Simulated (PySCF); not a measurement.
How methods differ on the excitation energy of Cd+

Cd+ [Kr] 4d10 5s1 (2S) → Cd+ [Kr] 4d9 5s2 (2D), as a difference of total energies. All numbers are calculated (PySCF 2.14, the spin-free X2C one-electron Hamiltonian (Gaussian nucleus), in ANO-RCC-VTZP (7s6p4d2f1g, 68 functions)). Correlated levels: valence and next inner shell: [Ar] 3d10 frozen. The calculations carry no spin-orbit coupling.

```
                                method  excitation energy (eV)  error (eV)
                                   UHF                   8.896      +0.030
    MP2 (valence and next inner shell)                   8.875      +0.009
SCS-MP2 (valence and next inner shell)                   8.697      -0.169
   CCSD (valence and next inner shell)                   8.663      -0.203
CCSD(T) (valence and next inner shell)                   8.618      -0.248
```

Reference: 8.866 eV (measured; NIST levels, between the centres of gravity of the two terms).

Errors of the correlated levels include the incompleteness of this basis and the frozen core.
